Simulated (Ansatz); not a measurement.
Consider the redistribution: `O[SiH2]S[SiH](Cl)Cl` + `[NH]=[W](=[NH])([OH])[Cl]` → `Cl[SiH2]S[SiH](Cl)Cl` + `[NH]=[W](=[NH])([OH])[OH]`.

Computed with Ansatz on PBE0-D4/def2-TZVP structures; ΔE is electronic, products minus reactants. CCSD(T)/CBS is the MP2 limit (def2-TZVPP, def2-QZVPP) plus CCSD(T) − MP2 in def2-TZVPP, frozen cores. Functionals use def2-TZVPP. B3LYP here is the variant with VWN-RPA as its local correlation; programs differ in this. def2 core potentials past Kr. For W outer-core shells are correlated without core-valence functions, which leaves a few kJ/mol of doubt a bond. One conformer a species, not always the lowest.

`O[SiH2]S[SiH](Cl)Cl`:

```xyz
10

O    -1.240    0.570   -1.886
Si    0.237    0.851   -1.249
S     0.166    1.344    0.849
Si    0.283   -0.633    1.558
Cl   -1.176   -1.815    0.709
Cl    0.007   -0.600    3.573
H    -1.749   -0.149   -1.503
H     1.136   -0.323   -1.382
H     0.771    2.046   -1.931
H     1.567   -1.291    1.262
```

`[NH]=[W](=[NH])([OH])[Cl]`:

```xyz
8

N    -0.438   -0.212   -1.462
W     0.297    0.196    0.067
N    -0.871    0.864    1.174
O     0.974   -1.390    0.848
Cl    1.908    1.776   -0.322
H    -1.202   -0.253   -2.119
H    -1.764    1.202    1.495
H     1.096   -2.182    0.319
```

`Cl[SiH2]S[SiH](Cl)Cl`:

```xyz
9

Cl    0.797   -2.560   -0.408
Si    1.511   -0.645   -0.341
S     0.177    0.759   -1.241
Si   -1.417    0.882    0.148
Cl   -2.549   -0.811    0.181
Cl   -0.757    1.234    2.047
H     1.765   -0.305    1.072
H     2.729   -0.564   -1.172
H    -2.257    2.010   -0.286
```

`[NH]=[W](=[NH])([OH])[OH]`:

Cartesian coordinates in Å:
```
N -1.242 -0.522 -1.017
W -0.024 0.044 0.104
N 1.602 -0.125 -0.519
O -0.133 -0.990 1.698
O -0.365 1.888 0.431
H -1.602 -0.904 -1.877
H 2.317 -0.383 -1.179
H -0.917 -1.514 1.877
H 0.365 2.507 0.482
```

Problem. Is it downhill or uphill in electronic energy at CCSD(T)/CBS, and by how much? (An estimate is asked.)

Solution. Ansatz gave: Uphill: ΔE = +48.1 kJ/mol.

Problem. What do these levels give: PBE-D4, r2SCAN-D4, B3LYP-D4, ωB97X-V, ωB97M-V, B2PLYP, PBE, r2SCAN, B3LYP, MP2/def2-TZVPP, SCS-MP2/def2-TZVPP, HF/def2-QZVPP? (Best estimate.)

Solution. The calculation gave: PBE-D4 39.3, r2SCAN-D4 45.2, B3LYP-D4 42.4, ωB97X-V 40.1, ωB97M-V 42.9, B2PLYP 50.2, PBE 40.4, r2SCAN 45.6, B3LYP 44.3, MP2/def2-TZVPP 60.6, SCS-MP2/def2-TZVPP 57.4, HF/def2-QZVPP 48.3 kJ/mol.

Largest T1 diagnostic among the species: 0.020, so the coupled-cluster value is less sure than usual.

From PBE to PBE0 (25 % exact exchange), in def2-TZVPP and without D4, ΔE moves by +3.1 kJ/mol.
